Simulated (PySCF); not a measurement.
The group X on SiH2(OH)-X is varied. All species are isolated molecules in the gas phase. One relaxed conformer stands for each flexible species; it need not be the lowest. Strings in code marks are SMILES.

These are PBE-D3(BJ)/def2-TZVP // PBE0-D4/def2-TZVP (PySCF) values and carry that method's errors. Delta-SCF ions had no search for a lower state. Excitations are Tamm–Dancoff values on a coarser integration grid. The basis has no diffuse functions, so Rydberg states are missing or too high.

```tsv
species	T1 excitation (TDA) (eV)	vertical ionisation energy (Delta-SCF) (eV)	LUMO (eV)	HOMO–LUMO gap (eV)	S1 excitation (TDA) (eV)
X = methyl	6.36	10.29	-0.39	6.55	6.67
X = silyl (`O[SiH2][SiH3]` (H–O–Si–Si torsion 59°))	…	…	-1.32	5.31	…
X = selanyl (`O[SiH2][SeH]` (H–O–Si–Se torsion 47°, O–Si–Se–H torsion -98°))	4.85	9.41	-1.00	5.12	5.31
X = carbamoyl (`NC(=O)[SiH2]O` (O–C–Si–O torsion 0°, C–Si–O–H torsion 0°))	4.19	–	-1.40	…	4.89
```

**Question.** Fill in the missing entries.

**Answer.** 
- X = silyl (`O[SiH2][SiH3]` (H–O–Si–Si torsion 59°)), T1 excitation (TDA) (eV): 4.96
- X = silyl (`O[SiH2][SiH3]` (H–O–Si–Si torsion 59°)), vertical ionisation energy (Delta-SCF) (eV): 9.64
- X = silyl (`O[SiH2][SiH3]` (H–O–Si–Si torsion 59°)), S1 excitation (TDA) (eV): 5.57
- X = carbamoyl (`NC(=O)[SiH2]O` (O–C–Si–O torsion 0°, C–Si–O–H torsion 0°)), HOMO–LUMO gap (eV): 4.57
